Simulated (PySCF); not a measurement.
C3H5BO3.

```xyz
12

O      2.0117    -0.5270    -0.9641
B      1.2001     0.3198    -0.2678
O      1.7688     1.5012     0.1057
C     -0.2687    -0.0408     0.0738
C     -1.3153     0.5092     0.7348
O     -2.2473    -0.4626     0.5719
C     -1.2291    -1.1894    -0.1694
H      1.5766    -1.3480    -1.2033
H      1.1636     2.0704     0.5856
H     -1.5584     1.4197     1.2923
H     -1.0079    -2.1473     0.3275
H     -1.5613    -1.3600    -1.2056
```

Geometry: PBE0-D3(BJ)/def2-SVP. The structure was generated by enumeration, and PubChem lists no compound with its InChIKey, so it may never have been made. The values are those of a single conformer.

All values below come from PySCF with PBE/pcSseg-1. Non-relativistic, no solvent.

Computed absolute GIAO shielding of each atom: isotropic value and principal components (ppm):
```csv
atom,σ(iso),σ11,σ22,σ33,span
O1,207.5,93.0,253.2,276.2,183.2
B2,73.0,56.6,69.9,92.5,36.0
O3,213.4,100.2,256.2,283.9,183.7
C4,64.1,-14.8,65.8,141.3,156.0
C5,12.0,-68.0,21.7,82.4,150.4
O6,127.1,0.3,88.6,292.3,291.9
C7,95.2,66.0,77.5,142.3,76.3
H8,28.2,22.8,26.8,35.1,12.3
H9,27.9,22.4,26.4,34.9,12.5
H10,24.2,22.6,24.1,25.8,3.2
H11,25.9,23.3,26.1,28.2,4.9
H12,25.9,23.3,26.0,28.3,4.9
```
